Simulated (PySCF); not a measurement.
## Basis-set dependence of SeI at PBE0

PySCF, UKS reference; doublet, unpaired electrons π ↑; De to Se + I without counterpoise correction.

```csv
basis,relativity,functions,Re (Å),ωe (cm⁻¹),De (eV),μ (D)
cc-pVDZ-PP,scalar-relativistic core potentials,46,2.468,273,2.18,0.41
cc-pVTZ-PP,scalar-relativistic core potentials,78,2.448,280,2.31,0.38
def2-TZVPP,scalar-relativistic core potentials,98,2.442,279,2.33,0.52
```

How does each smaller set differ from the one with most functions, def2-TZVPP?

cc-pVDZ-PP: +2.6 pm, -2.2 % in ωe, -0.15 eV in De; cc-pVTZ-PP: +0.6 pm, +0.4 % in ωe, -0.02 eV in De. All at PBE0; the set with most functions is neither the basis-set limit nor always the best.

A positive dipole means Se(−)I(+). Spin–orbit coupling is left out, which matters for elements this heavy, above all for dissociation energies. The state was picked by a PBE0 search and need not be the measured ground state.
